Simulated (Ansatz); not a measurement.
A nudged elastic band was laid between two geometries of CH5AsSe (8 atoms, charge 0, multiplicity 1).

Computed with Ansatz, RKS PBE-D4/def2-SVP.

* movable images: 9
* climbing image: yes
* spring: 5.0 eV/Å²
* optimiser: quadratic models (default)
* start path: IDPP
* force threshold: 0.05 eV/Å
* iteration limit: 60
* end points: relaxed

Image 0:

```xyz
8
Properties=species:S:1:pos:R:3
C -0.704 1.239 -0.473
Se -0.107 0.253 1.127
As 0.877 -1.594 -0.055
H -1.212 2.147 -0.095
H 0.156 1.537 -1.101
H -1.423 0.639 -1.062
H 2.206 -1.596 0.731
H 0.299 -2.682 0.873
```

Image 10:

```xyz
8
Properties=species:S:1:pos:R:3
C -0.573 0.976 -0.437
Se -0.209 0.512 1.441
As 0.961 -1.560 1.148
H -1.126 1.935 -0.427
H 0.375 1.102 -0.994
H -1.196 0.195 -0.913
H 1.885 -1.062 0.011
H -0.024 -2.155 0.114
```

Task: What changes between the two ends?

Result: No bond is made or broken. The height of As3 over the plane of its neighbours goes from 0.93 to -0.93 Å.

Task: What energy profile does the band end with?

Result: It converged. The highest image is number 3 of 0 to 10, 157.4 kJ/mol above the first end and 158.1 kJ/mol above the last; the last end lies 0.7 kJ/mol below the first. A vibrational analysis at the climbing image gives one clearly imaginary mode, 885i cm⁻¹: a first-order saddle point.

```
image  path coordinate (Å)  energy (kJ/mol)  height of As3 over the plane of its neighbours (Å)
    0                 0.00              0.0                                                0.93
    1                 0.35             12.7                                                0.77
    2                 0.71             86.8                                                0.43
    3                 1.06            157.4                                                0.02
    4                 1.32            116.0                                               -0.28
    5                 1.58             49.8                                               -0.56
    6                 1.84             19.3                                               -0.77
    7                 2.10              9.8                                               -0.84
    8                 2.37              4.1                                               -0.88
    9                 2.63              0.5                                               -0.90
   10                 2.89             -0.7                                               -0.93
```

Task: What is the geometry of the highest image?

Result: 
```xyz
8
Properties=species:S:1:pos:R:3
C -0.697 1.197 -0.582
Se -0.207 0.484 1.210
As 0.871 -1.461 0.749
H -1.236 2.148 -0.390
H 0.215 1.390 -1.174
H -1.361 0.484 -1.102
H 2.356 -1.527 0.566
H 0.151 -2.772 0.667
```

Task: What are the harmonic wavenumbers there?

Result: 885i, 113, 177, 320, 322, 496, 531, 853, 859, 891, 1218, 1371, 1388, 2282, 2323, 2980, 3099, 3130 cm⁻¹.

The run took 2.1 min on 2 threads of Arm Neoverse V2, with other jobs on the host, peak memory 0.15 GiB.
